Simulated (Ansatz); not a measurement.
This geometry of CH9OSbSi2 (14 atoms, charge 0, multiplicity 1) is a first-order saddle point.

All numbers below come from RKS PBE0/def2-SVP (Ansatz 0.2.0).

```xyz
14
Properties=species:S:1:pos:R:3
O -2.387 1.400 0.458
Sb -1.208 -0.142 0.993
Si 0.736 1.482 1.588
C -0.462 -0.533 -1.021
Si 0.907 -1.815 -1.147
H -3.304 1.153 0.627
H 1.919 1.254 0.701
H 1.168 1.296 3.008
H 0.227 2.875 1.403
H -0.143 0.428 -1.457
H -1.335 -0.884 -1.595
H 0.437 -3.126 -0.598
H 2.109 -1.393 -0.361
H 1.323 -2.023 -2.569
```

(1) Which two structures does it join? (They come from a converged band through this point; their orientation in space is the band's.)

(2) How far does it lie above each of them?

Answers

(1) No bond is made or broken. The dihedral O1–Sb2–Si3–H7 goes from -177 to -54°. The two ends are copies of one structure, up to a mirror image or an exchange of like atoms.

Image 0:

```xyz
14
Properties=species:S:1:pos:R:3
O -2.263 1.500 0.493
Sb -1.330 -0.218 0.983
Si 0.767 1.153 1.646
C -0.676 -0.628 -1.056
Si 0.978 -1.495 -1.247
H -3.182 1.452 0.783
H 1.902 0.267 2.051
H 0.388 2.003 2.816
H 1.199 2.029 0.515
H -0.657 0.358 -1.549
H -1.472 -1.227 -1.527
H 1.019 -2.737 -0.411
H 2.088 -0.600 -0.798
H 1.227 -1.886 -2.670
```

Image 8:

```xyz
14
Properties=species:S:1:pos:R:3
O -2.221 1.622 0.268
Sb -1.386 -0.095 0.917
Si 0.730 1.234 1.606
C -0.640 -0.663 -1.052
Si 0.971 -1.625 -1.090
H -3.153 1.626 0.513
H 1.254 2.019 0.448
H 1.807 0.333 2.124
H 0.328 2.170 2.700
H -0.539 0.288 -1.601
H -1.440 -1.249 -1.532
H 0.891 -2.818 -0.188
H 2.100 -0.765 -0.617
H 1.286 -2.107 -2.470
```

(2) 6.1 kJ/mol above the first and 6.1 kJ/mol above the second. This is the barrier of this one path; another mechanism may lie lower.

Time of the run: 9.3 min on 2 threads of Arm Neoverse V1 (shared host), peak memory 0.41 GiB.
